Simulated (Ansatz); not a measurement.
`C[O][In]([F])[O]C` from Hartree–Fock to CCSD(T)

```xyz
12

C     1.7334   -1.7851    0.8167
O     0.5538   -1.0391    0.6084
In    0.5610    0.6337   -0.4235
F     2.3087    1.2579   -0.9977
O    -0.9901    1.7331   -0.8898
C    -2.2994    1.3660   -0.5137
H     2.6047   -1.1625    1.0499
H     1.5607   -2.4548    1.6650
H     1.9832   -2.4008   -0.0554
H    -2.9780    2.1376   -0.8894
H    -2.6109    0.4067   -0.9443
H    -2.4272    1.3074    0.5739
```

Charge 0, multiplicity 1. Correlated methods include outer-core shells of In, which these sets cover unevenly. In: def2 effective core potential. Geometry: relaxed with PBE0-D4/def2-TZVP. It is one conformer, not always the lowest. Frozen core, restricted reference, Ansatz 0.2.0.

| basis | HF (Eh) | MP2 corr. |
| --- | --- | --- |
| def2-SVP | -517.34982 | -0.93182 |
| def2-TZVPP | -517.76622 | -1.36017 |
| def2-QZVPP | -517.78469 | -1.63607 |

Q: Estimate the CCSD correlation energy and the (T) correction in each basis where they were run (hartree).

A: 
```json
{"basis": "def2-SVP", "CCSD corr.": "-0.97135", "(T)": "-0.02404"}
```
